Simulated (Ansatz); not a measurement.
Basis-set series for ClFGe2H4O (`[OH][Ge]([F])([Cl])[GeH3]`). Total charge 0; spin multiplicity 1. All single points use the PBE0-D4/def2-TZVP geometry. It is one conformer, not always the lowest.

```xyz
9

O    -1.2695    1.5679   -0.4754
Ge   -0.7668    0.0772    0.3057
F    -0.9604    0.3096    2.0152
Cl   -2.1896   -1.4654   -0.1567
Ge    1.5174   -0.4820   -0.2558
H    -2.1987    1.7763   -0.3402
H     1.5792   -0.7169   -1.7669
H     2.4116    0.6884    0.1607
H     1.8769   -1.7552    0.5134
```

| functional | basis | functions | energy (Eh) | HOMO (eV) | LUMO (eV) |
| --- | --- | --- | --- | --- | --- |
| PBE0-D4 | def2-SVP | 130 | -4790.14666 | -8.75 | -0.49 |
| PBE0-D4 | def2-QZVPP | 482 | -4791.16997 | -8.90 | -0.87 |
| ωB97M-V | def2-SVP | 130 | -4790.68325 | -10.79 | 1.51 |
| ωB97M-V | def2-QZVPP | 482 | -4791.70473 | -10.98 | 0.83 |

(1) Give the rows for def2-TZVPP. (Estimate.)

Results:

(1) The calculation gave: 
| functional | basis | functions | energy (Eh) | HOMO (eV) | LUMO (eV) |
| --- | --- | --- | --- | --- | --- |
| PBE0-D4 | def2-TZVPP | 256 | -4791.05585 | -8.87 | -0.74 |
| ωB97M-V | def2-TZVPP | 256 | -4791.59403 | -10.94 | 1.15 |

Positive LUMOs are unbound and depend on the basis. Scalar relativity is left out up to krypton.

Program: Ansatz 0.2.0.
